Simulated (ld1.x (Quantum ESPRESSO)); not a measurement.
# Before and after: RRKJ potential for Mg (Z = 12)

magnesium, norm-conserving RRKJ (Kleinman–Bylander form), made with ld1.x (Quantum ESPRESSO) 7.5 (PBEsol, scalar-relativistic). Core [He], reference 2s2 2p6 3s0 3p0 (charge +2). Waves: 2s (bound): rc 1.05 bohr; 2p (bound): rc 1.10 bohr. Local part: all-electron potential smoothed inside 0.90 bohr (lloc = -1). Core correction: none.

All-electron outer shells of the reference configuration (PBEsol, scalar-relativistic, ld1.x):

```
shell  level (eV)  outermost node (bohr)  outermost maximum (bohr)
   2s      -99.66                   0.18                      0.55
   2p      -66.58                      –                      0.48
   3s      -18.04                   0.88                      2.15
   3p      -12.72                   0.91                      2.50
```

Change: all radii scaled by about 1.24 (s 1.30, p 1.36 bohr); local potential all-electron potential smoothed inside 1.12 bohr (lloc = -1).

Cutoffs: the cutoffs (Ry, on a coarse ladder) from which the occupation-weighted sum of valence levels, in a spherical-Bessel basis at the reference potential, stays within 10 and 1 mRy of its value at 400 Ry; they do not see the model core or the augmentation charge, which bear on the density cutoff. Errors are all-electron minus pseudo energies relative to the spin-unpolarised reference configuration.

**Question.** How do hardness, ghosts and transferability respond?

**Answer.** The potential gets softer (110 Ry and 180 Ry → 80 Ry and 110 Ry); of the 7 tests that both files solve, the error grows in 6 and shrinks in 1 by more than 15 % and 0.3 meV (median size 57.9 → 180.0 meV); neither file shows a bound ghost. A larger radius leaves more room for a smooth pseudo-wave, so fewer plane waves are needed.

| quantity | base | changed |
| --- | --- | --- |
| cutoff, loose | 110 Ry | 80 Ry |
| cutoff, tight | 180 Ry | 110 Ry |
| loose cutoff by channel (10 mRy a level) | s 40 Ry, p 100 Ry | s 35 Ry, p 70 Ry |
| bound ghosts | none | none |
| error for 2s2 2p6 3s2 3p0, meV [ΔE -22.74 eV] | -8.0 | +200 |
| error for 2s2 2p6 3s1 3p0, meV [ΔE -14.82 eV] | -5.1 | +145 |
| error for 2s2 2p6 3s1.5 3p0, meV [ΔE -19.61 eV] | -6.8 | +180 |
| error for 2s2 2p6 3s0 3p2, meV [ΔE -15.61 eV] | -73 | -202 |
| error for 2s2 2p6 3s0 3p1, meV [ΔE -10.51 eV] | -58 | -160 |
| error for 2s2 2p5 3s2 3p0, meV [ΔE 35.72 eV] | +230 | +1183 |
| error for 2s1 2p6 3s2 3p0, meV [ΔE 68.46 eV] | -243 | +72 |
